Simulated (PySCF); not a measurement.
**What PySCF settings do for Kr**

Base input, run as `python input.py` with PySCF 2.14:

```python
from pyscf import gto, scf, mp

mol = gto.M(
    atom='Kr 0 0 0',
    basis='cc-pvtz',
    charge=0,
    spin=0,
    symmetry=True,
    verbose=4,
)
mf = scf.RHF(mol)
mf.kernel()
mp.MP2(mf).kernel()
mf.dip_moment()
print('orbital energies (hartree):', mf.mo_energy[..., max(0, mol.nelec[1]-3):mol.nelec[0]+3].round(4))
```

Base result: E(SCF) = -2752.052121 Eh, 6 cycles, E(MP2) − E(SCF) = -0.27506 Eh. 

Wall time 1.3 s on one thread of a shared host.

Each row names what differs from the base; energies in brackets are changes from the base.

| change | result |
| --- | --- |
| step after the SCF: mp2 → eomip; frozen orbitals: 0 → 9; number of roots: default → 3 | E(SCF) = -2752.052121 Eh (+0.0000 eV), 6 cycles, E(CCSD) − E(SCF) = -0.24376 Eh, ionisation roots 13.991, 13.991, 13.991 eV |
| basis set: cc-pvtz → pcseg-2 | E(SCF) = -2752.024150 Eh (+0.7611 eV), 6 cycles, E(MP2) − E(SCF) = -0.28415 Eh |
| spin-free X2C: off → on [basis contracted without relativity] | E(SCF) = -2779.746931 Eh, 6 cycles, E(MP2) − E(SCF) = -0.27210 Eh |
| basis set: cc-pvtz → cc-pcvdz | E(SCF) = -2751.975108 Eh (+2.0956 eV), 6 cycles, E(MP2) − E(SCF) = -0.73282 Eh |
| electric field along z (a.u.): none → 0.2; point-group symmetry: on → off [unsound on purpose] | E(SCF) = -2752.280033 Eh (-6.2018 eV), 8 cycles, E(MP2) − E(SCF) = -0.27238 Eh |
| step after the SCF: mp2 → cisd | E(SCF) = -2752.052121 Eh (+0.0000 eV), 6 cycles, E(CISD) − E(SCF) = -0.26766 Eh |
| PCM solvent, dielectric constant: none → 32.6; step after the SCF: mp2 → analyze | E(SCF) = -2752.052123 Eh (-0.0001 eV), 6 cycles |
| frozen orbitals: 0 → 36 [unsound on purpose] | stops with AssertionError after the SCF |
| density fitting: none → auto | E(SCF) = -2752.052112 Eh (+0.0002 eV), 6 cycles, E(MP2) − E(SCF) = -0.27504 Eh |
| basis set: cc-pvtz → cc-pvqz | E(SCF) = -2752.054714 Eh (-0.0706 eV), 6 cycles, E(MP2) − E(SCF) = -0.38819 Eh |
| Cartesian functions: off → on | E(SCF) = -2752.052156 Eh (-0.0010 eV), 6 cycles, E(MP2) − E(SCF) = -0.30266 Eh |
| basis set: cc-pvtz → x2c-tzvpall; spin-free X2C: off → on | E(SCF) = -2788.200238 Eh, 6 cycles, E(MP2) − E(SCF) = -0.35741 Eh |
| step after the SCF: mp2 → ccsd(t); frozen orbitals: 0 → 9 | E(SCF) = -2752.052121 Eh (+0.0000 eV), 6 cycles, E(CCSD) − E(SCF) = -0.24376 Eh, (T) = -0.00688 Eh |
| density fitting: none → def2-universal-jkfit | E(SCF) = -2752.052108 Eh (+0.0003 eV), 6 cycles, E(MP2) − E(SCF) = -0.27504 Eh |
| smearing width (hartree): none → 0.005; step after the SCF: mp2 → none | E(SCF) = -2752.052121 Eh (+0.0000 eV), 6 cycles |
| functional: none (Hartree–Fock) → bp86; SCF type: RHF → RKS; step after the SCF: mp2 → analyze | E(SCF) = -2754.086632 Eh, 6 cycles |
| charge: 0 → 2; SCF type: RHF → UHF [another spin of the ion may lie lower] | E(SCF) = -2750.612142 Eh (+39.1838 eV), 7 cycles, E(MP2) − E(SCF) = -0.22581 Eh |
| PCM solvent, dielectric constant: none → 20.5; step after the SCF: mp2 → analyze | E(SCF) = -2752.052123 Eh (-0.0001 eV), 6 cycles |
| step after the SCF: mp2 → tdhf; number of roots: default → 6 | E(SCF) = -2752.052121 Eh (+0.0000 eV), 6 cycles, first singlet excitations without spin–orbit coupling 17.67, 17.67, 17.67, 17.67, 17.67 eV |

**Question.** Order these changes by how far they move the SCF energy from the base, largest first: (1) Cartesian functions: off → on; (2) PCM solvent, dielectric constant: none → 32.6; step after the SCF: mp2 → analyze; (3) density fitting: none → auto; (4) density fitting: none → def2-universal-jkfit.

**Answer.** (1) -0.0010 eV, (4) +0.0003 eV, (3) +0.0002 eV, (2) -0.0001 eV.
